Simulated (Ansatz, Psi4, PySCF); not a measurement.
V (SMILES [V]), quartet (in this run its highest filled SCF level lies above zero, so its values depend strongly on the basis, on diffuse functions most of all). Base run: BLYP/STO-3G (PySCF).

PySCF was given this input:
```python
from pyscf import gto, scf, dft

mol = gto.Mole()
mol.atom = '''
    V     0.00000000    0.00000000    0.00000000
'''
mol.basis = 'sto-3g'
mol.spin = 3
mol.verbose = 3
mol.build()

mf = dft.UKS(mol)
mf.xc = 'blyp'
mf.kernel()
```

The same geometry, method and basis name were run in Ansatz (a program for electronic structure) and Psi4 and PySCF, at each program's defaults and at the settings that a row names. The base is PySCF at its defaults. Differences at the defaults can come from grids, fitting, cores and function types together.

| code and settings | ΔE vs base (µEh) | basis functions | E (Eh) | SCF cycles |
|---|---|---|---|---|
| PySCF, defaults (exact integrals, its default grid, spherical functions) | 0.0 | 18 | -933.88163 | 21 |
| Psi4, defaults (density fitting with its default set, its default grid, spherical functions) | -1232 | 18 | -933.88286 | 12 |
| Ansatz, defaults (factorised integrals, its default grid, spherical functions) | 8.2 | 18 | -933.88162 | - |
| PySCF, density fitting with def2-universal-jkfit | -1227 | 18 | -933.88286 | 13 |
| PySCF, fine grid | 8.2 | 18 | -933.88162 | 8 |
| Psi4, exact integrals, spherical functions, fine grid | 8.3 | 18 | -933.88162 | 13 |
| Ansatz, high accuracy | 8.2 | 18 | -933.88162 | - |

Open shells are given as the SCF converged; they aren't shown to be the lowest states, and a large step between rows can be another state.
